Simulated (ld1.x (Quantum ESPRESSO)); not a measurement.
# u(r) = r·R(r): atom against pseudo-atom (Ta (Z = 73))

Columns: radius, all-electron u(r) and pseudo u(r) of the 4f shell (level -24.70 eV) of tantalum in the configuration [Kr] 4d10 4f14 5s2 5p6 5d3 6s2 6p0; PBE, scalar-relativistic, TM scheme, ld1.x (Quantum ESPRESSO) 7.5.

```json
{"r (bohr)": "0.118", "all-electron": "0.2354", "pseudo": "0.0341"}
{"r (bohr)": "0.235", "all-electron": "0.8401", "pseudo": "0.3750"}
{"r (bohr)": "0.353", "all-electron": "1.2040", "pseudo": "1.0340"}
{"r (bohr)": "0.470", "all-electron": "1.2642", "pseudo": "1.4204"}
{"r (bohr)": "0.588", "all-electron": "1.1653", "pseudo": "1.3360"}
{"r (bohr)": "0.705", "all-electron": "1.0134", "pseudo": "1.0800"}
{"r (bohr)": "0.822", "all-electron": "0.8566", "pseudo": "0.8664"}
{"r (bohr)": "0.940", "all-electron": "0.7128", "pseudo": "0.7130"}
{"r (bohr)": "1.058", "all-electron": "0.5888", "pseudo": "0.5888"}
{"r (bohr)": "1.175", "all-electron": "0.4852", "pseudo": "0.4852"}
{"r (bohr)": "1.292", "all-electron": "0.3991", "pseudo": "0.3991"}
{"r (bohr)": "1.410", "all-electron": "0.3276", "pseudo": "0.3276"}
{"r (bohr)": "1.528", "all-electron": "0.2689", "pseudo": "0.2689"}
{"r (bohr)": "1.645", "all-electron": "0.2213", "pseudo": "0.2213"}
{"r (bohr)": "1.763", "all-electron": "0.1821", "pseudo": "0.1821"}
{"r (bohr)": "1.880", "all-electron": "0.1503", "pseudo": "0.1503"}
{"r (bohr)": "1.998", "all-electron": "0.1241", "pseudo": "0.1241"}
{"r (bohr)": "2.115", "all-electron": "0.1028", "pseudo": "0.1028"}
{"r (bohr)": "2.232", "all-electron": "0.0853", "pseudo": "0.0853"}
{"r (bohr)": "2.350", "all-electron": "0.0708", "pseudo": "0.0708"}
{"r (bohr)": "2.468", "all-electron": "0.0589", "pseudo": "0.0589"}
{"r (bohr)": "2.585", "all-electron": "0.0491", "pseudo": "0.0491"}
{"r (bohr)": "2.702", "all-electron": "0.0410", "pseudo": "0.0410"}
{"r (bohr)": "2.820", "all-electron": "0.0343", "pseudo": "0.0343"}
{"r (bohr)": "2.938", "all-electron": "0.0286", "pseudo": "0.0286"}
{"r (bohr)": "3.055", "all-electron": "0.0240", "pseudo": "0.0240"}
```

Question: How many radial nodes do the two functions have?

Answer: The all-electron 4f function has n − l − 1 = 0; the pseudo-wave has 0.

Question: At about which radius was the pseudo-wave matched?

Answer: 1.00 bohr, where the columns begin to agree (steps of 0.12 bohr).

Question: Where does each function peak?

Answer: Outermost all-electron maximum near 0.47 bohr, pseudo maximum near 0.47 bohr (to the table’s step).

Question: Is the pseudo-wave norm-conserving?

Answer: Yes: the TM scheme keeps the norm inside the radius equal to the all-electron one, which fixes the energy derivative of the logarithmic derivative at the level.
